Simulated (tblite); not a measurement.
C6H12BGa.
Cartesian coordinates in Å at the GFN2-xTB level; atoms count from 1:
```
atom  x, y, z in Å
C1    -2.9398   -1.6591    0.8130
B2    -2.3574   -0.3020    0.2534
C3    -3.3093    0.9020   -0.1197
C4    -0.8675   -0.1490    0.0699
C5     0.3373   -0.0089   -0.0818
Ga6    2.2843    0.2723   -0.2850
C7     3.2836    0.9144    1.3699
C8     3.1299   -0.1060   -2.1004
H9    -4.0027   -1.7840    0.6188
H10   -2.8082   -1.6777    1.8959
H11   -2.4141   -2.5320    0.4308
H12   -4.2089    0.9352    0.4915
H13   -3.6408    0.7732   -1.1512
H14   -2.8222    1.8734   -0.0689
H15    3.6561    0.0683    1.9543
H16    2.6301    1.5017    2.0205
H17    4.1451    1.5296    1.0952
H18    2.3796   -0.1434   -2.8943
H19    3.8622    0.6673   -2.3506
H20    3.6573   -1.0645   -2.0916
```

Computed with GFN2-xTB (tblite): harmonic, unscaled wavenumbers at the GFN2-xTB geometry, gas phase. Against measured fundamentals such values can be off by several per cent, at times by over 20. The optimisation stopped once no atom felt more than 0.01 eV/Å.

Lowest wavenumbers of the output (negative numbers stand for imaginary wavenumbers):
```
mode    cm-1
  1     -42.5
  2     -19.2
  3      15.5
  4      36.4
  5      41.5
  6      50.2
  7      79.5
  8     108.2
  9     113.0
 10     130.9
 11     187.0
 12     215.5
 13     252.9
 14     358.7
 15     395.7
```

**Question.** Is this structure a minimum?

**Answer.** Not by this Hessian. 1 mode is imaginary beyond 20i (42i cm⁻¹), and 1 more slightly so (19.2i). The curvature is small, so loose convergence or finite differences may be the whole cause.

**Question.** Which atoms move in the imaginary modes?

**Answer.** 42i: H15 (methyl hydrogen) 25 %, H17 (methyl hydrogen) 24 %, H16 (methyl hydrogen) 22 %, H19 (methyl hydrogen) 10 %; 19i: H20 (methyl hydrogen) 25 %, H19 (methyl hydrogen) 23 %, H18 (methyl hydrogen) 19 %, H15 (methyl hydrogen) 11 %. These are shares of the mass-weighted motion.

**Question.** What is the remedy?

**Answer.** Step along such a mode in both directions, optimise again with tighter thresholds and repeat the frequencies. The zero-point energy of this point (95.9 kcal/mol) counts the 52 real modes alone, and thermal corrections from it aren't those of a minimum.
